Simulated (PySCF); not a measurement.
# Dipole moment and polarisability of `F/C([SiH3])=C\C[SiH2]S`

Species: C₃H₉FSSi₂.
Structure used (GFN2-xTB), in Å, numbered top down from 1:
```
atom  x, y, z in Å
F1     0.8164   -0.6249    1.5735
C2     1.2759   -0.4018    0.3019
Si3    3.1377   -0.1063    0.2075
C4     0.3853   -0.4289   -0.6843
C5    -1.0719   -0.6553   -0.5109
Si6   -1.9560    1.0160   -0.2456
S7    -4.0620    0.6642    0.0273
H8     3.8300   -1.3092    0.6700
H9     3.4421    0.1782   -1.1934
H10    3.4638    1.0265    1.0741
H11    0.7443   -0.2333   -1.6824
H12   -1.2433   -1.2943    0.3576
H13   -1.4830   -1.1586   -1.3867
H14   -1.4484    1.6948    0.9408
H15   -1.8927    1.8474   -1.4392
H16   -3.9458   -0.2056    1.0199
```

Level: CAM-B3LYP/def2-SVPD (PySCF), static field, nuclei fixed, core orbitals frozen in the response. The polarisability tensor in these axes (au):

```
x   154.46  -4.25   6.27
y    -4.25  93.34  -0.52
z     6.27  -0.52  97.47
```

Q: Diagonalise the tensor; give its mean and Δα, where Δα² is half the sum of the squared differences of the eigenvalues.

A: Principal values 93.05, 96.79 and 155.44 au; mean 115.09 au = 17.05 Å³ = 18.98 × 10⁻⁴⁰ C²·m²/J; Δα = 60.60 au (53 % of the mean).

Q: What is the dipole moment, and where does it point?

A: (1.61, -0.48, -1.15) D, 2.03 D in size, pointing from the negative to the positive side. Measured along this direction, the outermost atoms are H16 at the negative end and H9 at the positive end.

Q: Give the principal axes and the span of the nuclei along them.

A: Largest value along (0.99, -0.07, 0.11), where the nuclei span 8.03 Å; middle along (-0.11, -0.01, 0.99), 3.23 Å; least along (0.07, 1.00, 0.02), 3.05 Å. The response follows the extents in order.

Q: What molar refraction does this α imply?

A: Lorentz–Lorenz: R = (4π/3)N_A α = 2.5225 cm³/(mol·Å³) × 17.05 Å³ = 43.0 cm³/mol, in the limit of long wavelengths.

Q: What depolarisation ratio follows for Rayleigh scattering of linearly polarised light, taking the static tensor?

A: ρ = 3Δα²/(45ᾱ² + 4Δα²) = 11018.5/(596082 + 14691.3) = 0.018.

Q: Give the eigenvalues of the traceless quadrupole moment Θ = ½Σq(3rr − r²1), origin at the centre of nuclear charge.

A: -8.87, 1.39, 7.48 D·Å. The values depend on the origin, since the dipole doesn't vanish. The electronic extent ⟨r²⟩ about the same centre is 2323 bohr², a root-mean-square distance of 2.85 Å for the 80 electrons.

One conformer (not necessarily the lowest) at the GFN2-xTB geometry, without solvent, vibrations or thermal averaging.

The run behind these numbers computed excited states as well. The run took 1.8 min on one thread of an Arm Neoverse N1, shared host with 64 logical CPUs at a one-minute load of 64, and the process peaked at 1.0 GiB of memory.
